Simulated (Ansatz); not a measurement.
Born–Oppenheimer molecular dynamics of Cl₃H₃Si₂ (8 atoms, charge 0, multiplicity 1). It goes on from the last frame of an earlier run, with new velocities.

Computed with RKS LDA/STO-3G (Ansatz 0.2.0).

```json
{
 "ensemble": "NVE (velocity Verlet)",
 "time step": "0.5 fs",
 "steps asked": "250",
 "starting velocities drawn for": "400 K",
 "seed": "909417"
}
```

Frames 1 fs apart, positions in Å, forces in eV/Å.

Velocities at 0.0 fs (Å/ps):

```
Si 0.18 4.05 -5.51
Si -1.92 -0.17 0.94
H -16.78 -7.70 -7.96
H -10.85 -23.11 4.24
H 21.91 -2.25 -5.77
Cl 4.51 3.20 -0.53
Cl 1.19 -0.52 2.17
Cl -4.16 -4.82 2.26
```

```xyz
8
Properties=species:S:1:pos:R:3:forces:R:3 time_fs=0.0 energy_less_start_eV=0.000 T=400
Si -0.109 -0.118 0.039 1.16 0.75 0.48
Si -0.120 0.173 2.317 0.92 -2.31 -0.97
H -1.438 0.516 2.645 -1.23 0.20 0.59
H 0.456 -1.044 2.955 -0.65 0.71 -0.31
H 0.775 1.231 2.511 0.78 1.17 0.24
Cl 1.935 -0.050 -0.593 -0.63 0.07 0.13
Cl -1.044 1.611 -0.753 0.03 -0.51 -0.10
Cl -0.786 -1.904 -0.786 -0.39 -0.08 -0.06
8
Properties=species:S:1:pos:R:3:forces:R:3 time_fs=1.0 energy_less_start_eV=-0.025 T=432
Si -0.109 -0.114 0.034 1.20 0.53 0.59
Si -0.122 0.173 2.318 0.90 -2.05 -0.80
H -1.460 0.510 2.640 -0.75 0.14 0.49
H 0.442 -1.063 2.958 -0.70 0.93 -0.41
H 0.800 1.234 2.507 0.39 0.75 0.20
Cl 1.939 -0.047 -0.593 -0.68 0.06 0.13
Cl -1.043 1.611 -0.750 -0.02 -0.41 -0.16
Cl -0.790 -1.909 -0.783 -0.34 0.04 -0.04
8
Properties=species:S:1:pos:R:3:forces:R:3 time_fs=2.0 energy_less_start_eV=-0.047 T=459
Si -0.108 -0.109 0.028 1.22 0.31 0.69
Si -0.123 0.172 2.319 0.71 -1.40 -0.65
H -1.490 0.504 2.639 -0.09 0.04 0.34
H 0.421 -1.074 2.957 -0.65 0.95 -0.41
H 0.829 1.244 2.504 -0.12 0.20 0.15
Cl 1.944 -0.044 -0.594 -0.72 0.06 0.12
Cl -1.042 1.610 -0.748 -0.07 -0.31 -0.23
Cl -0.795 -1.914 -0.781 -0.28 0.16 -0.01
8
Properties=species:S:1:pos:R:3:forces:R:3 time_fs=3.0 energy_less_start_eV=-0.042 T=453
Si -0.107 -0.105 0.023 1.24 0.08 0.78
Si -0.124 0.170 2.319 0.41 -0.61 -0.59
H -1.520 0.499 2.642 0.55 -0.05 0.18
H 0.394 -1.076 2.951 -0.50 0.77 -0.31
H 0.857 1.256 2.502 -0.60 -0.31 0.10
Cl 1.948 -0.041 -0.594 -0.75 0.05 0.11
Cl -1.041 1.609 -0.746 -0.12 -0.21 -0.29
Cl -0.799 -1.919 -0.779 -0.23 0.28 0.03
8
Properties=species:S:1:pos:R:3:forces:R:3 time_fs=4.0 energy_less_start_eV=-0.012 T=415
Si -0.105 -0.100 0.019 1.24 -0.14 0.87
Si -0.125 0.168 2.319 0.06 0.19 -0.67
H -1.545 0.493 2.646 1.04 -0.11 0.05
H 0.363 -1.070 2.943 -0.28 0.41 -0.13
H 0.879 1.265 2.502 -0.95 -0.69 0.07
Cl 1.952 -0.037 -0.595 -0.77 0.05 0.10
Cl -1.040 1.608 -0.744 -0.17 -0.11 -0.35
Cl -0.804 -1.923 -0.777 -0.17 0.40 0.06
8
Properties=species:S:1:pos:R:3:forces:R:3 time_fs=5.0 energy_less_start_eV=0.022 T=372
Si -0.103 -0.096 0.014 1.23 -0.36 0.95
Si -0.126 0.166 2.319 -0.27 0.88 -0.86
H -1.560 0.487 2.651 1.31 -0.11 -0.04
H 0.328 -1.060 2.934 -0.03 -0.08 0.11
H 0.892 1.268 2.502 -1.12 -0.88 0.06
Cl 1.955 -0.034 -0.595 -0.79 0.04 0.09
Cl -1.039 1.607 -0.742 -0.22 -0.01 -0.41
Cl -0.808 -1.928 -0.774 -0.11 0.52 0.09
8
Properties=species:S:1:pos:R:3:forces:R:3 time_fs=6.0 energy_less_start_eV=0.040 T=348
Si -0.101 -0.092 0.010 1.20 -0.58 1.02
Si -0.128 0.165 2.318 -0.53 1.34 -1.12
H -1.562 0.479 2.656 1.34 -0.07 -0.08
H 0.294 -1.052 2.926 0.21 -0.58 0.35
H 0.894 1.262 2.503 -1.12 -0.88 0.09
Cl 1.958 -0.031 -0.595 -0.80 0.04 0.08
Cl -1.038 1.607 -0.741 -0.26 0.08 -0.46
Cl -0.813 -1.933 -0.772 -0.05 0.64 0.12
8
Properties=species:S:1:pos:R:3:forces:R:3 time_fs=7.0 energy_less_start_eV=0.032 T=359
Si -0.098 -0.087 0.006 1.17 -0.78 1.08
Si -0.129 0.163 2.318 -0.66 1.41 -1.38
H -1.552 0.471 2.659 1.13 0.03 -0.07
H 0.261 -1.048 2.921 0.39 -0.93 0.51
H 0.886 1.248 2.505 -0.93 -0.70 0.14
Cl 1.962 -0.027 -0.596 -0.80 0.03 0.07
Cl -1.037 1.606 -0.739 -0.31 0.17 -0.51
Cl -0.817 -1.937 -0.770 0.01 0.76 0.16
8
Properties=species:S:1:pos:R:3:forces:R:3 time_fs=8.0 energy_less_start_eV=0.005 T=392
Si -0.095 -0.084 0.003 1.13 -0.96 1.13
Si -0.130 0.163 2.316 -0.63 0.96 -1.55
H -1.532 0.463 2.663 0.68 0.17 -0.01
H 0.233 -1.054 2.921 0.46 -0.99 0.53
H 0.870 1.228 2.508 -0.56 -0.33 0.22
Cl 1.965 -0.024 -0.596 -0.80 0.03 0.06
Cl -1.036 1.605 -0.738 -0.34 0.25 -0.55
Cl -0.822 -1.941 -0.768 0.07 0.87 0.19
8
Properties=species:S:1:pos:R:3:forces:R:3 time_fs=9.0 energy_less_start_eV=-0.011 T=413
Si -0.091 -0.080 0.000 1.07 -1.12 1.17
Si -0.132 0.162 2.314 -0.46 0.03 -1.63
H -1.505 0.457 2.666 0.04 0.34 0.09
H 0.208 -1.068 2.926 0.44 -0.74 0.38
H 0.847 1.204 2.514 -0.06 0.17 0.32
Cl 1.968 -0.021 -0.596 -0.79 0.03 0.04
Cl -1.035 1.604 -0.736 -0.37 0.31 -0.59
Cl -0.826 -1.945 -0.765 0.13 0.98 0.22
8
Properties=species:S:1:pos:R:3:forces:R:3 time_fs=10.0 energy_less_start_eV=0.009 T=388
Si -0.087 -0.077 -0.003 1.00 -1.26 1.19
Si -0.134 0.162 2.312 -0.21 -1.14 -1.63
H -1.478 0.454 2.669 -0.65 0.51 0.22
H 0.188 -1.090 2.934 0.36 -0.28 0.14
H 0.825 1.182 2.522 0.49 0.70 0.43
Cl 1.970 -0.018 -0.597 -0.77 0.02 0.03
Cl -1.034 1.604 -0.735 -0.40 0.36 -0.62
Cl -0.831 -1.948 -0.763 0.18 1.07 0.25
8
Properties=species:S:1:pos:R:3:forces:R:3 time_fs=11.0 energy_less_start_eV=0.053 T=331
Si -0.083 -0.074 -0.005 0.92 -1.38 1.19
Si -0.136 0.161 2.309 0.03 -2.17 -1.53
H -1.456 0.456 2.675 -1.19 0.64 0.32
H 0.171 -1.114 2.944 0.27 0.23 -0.14
H 0.807 1.167 2.534 0.90 1.09 0.51
Cl 1.972 -0.014 -0.597 -0.75 0.02 0.02
Cl -1.034 1.603 -0.734 -0.41 0.40 -0.64
Cl -0.835 -1.952 -0.760 0.23 1.16 0.28
```

Of the whole run (125 fs, mean temperature of the second half 332 K): The conserved energy stayed within 0.18 meV per atom of its start (net change 0.041 meV per atom), so the integration is sound. A run of 0.12 ps of so small a system gives no equilibrium averages. Limits of this set-up: minimal basis.

The run took 5.5 min on 1 thread of Arm Neoverse V2 (shared host), peak memory 0.093 GiB.
